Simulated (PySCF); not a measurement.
The same groups moved round the core (furan fluoro+boryl). All species are isolated molecules in the gas phase. One relaxed conformer stands for each flexible species; it need not be the lowest. Strings in code marks are SMILES.

The brightest of the four lowest singlets (TDA) from two functionals at the same geometries (B3LYP-D3(BJ)/def2-SVP), both in PySCF: PBE-D3(BJ)/def2-TZVP and B3LYP-D3(BJ)/def2-TZVP. B3LYP has the VWN-RPA correlation part, as in Gaussian. Excitations are Tamm–Dancoff values on a coarser integration grid. The basis has no diffuse functions, so Rydberg states are missing or too high.

```tsv
species	PBE-D3(BJ)/def2-TZVP (eV)
`c1cc(oc1F)B`	4.91
`o1c(cc(B)c1)F`	5.85
`Bc1cocc1F`	5.70
`Bc1occc1F`	5.13
```

What does B3LYP-D3(BJ)/def2-TZVP give for each?


- `c1cc(oc1F)B`: 5.05
- `o1c(cc(B)c1)F`: 6.09
- `Bc1cocc1F`: 5.94
- `Bc1occc1F`: 5.20
Over these rows, drawn at random from the members with no instability flagged (it was tested for open shells, ions and some series alone), PBE minus B3LYP-D3(BJ): mean -0.17 eV, from -0.24 eV to -0.08 eV.
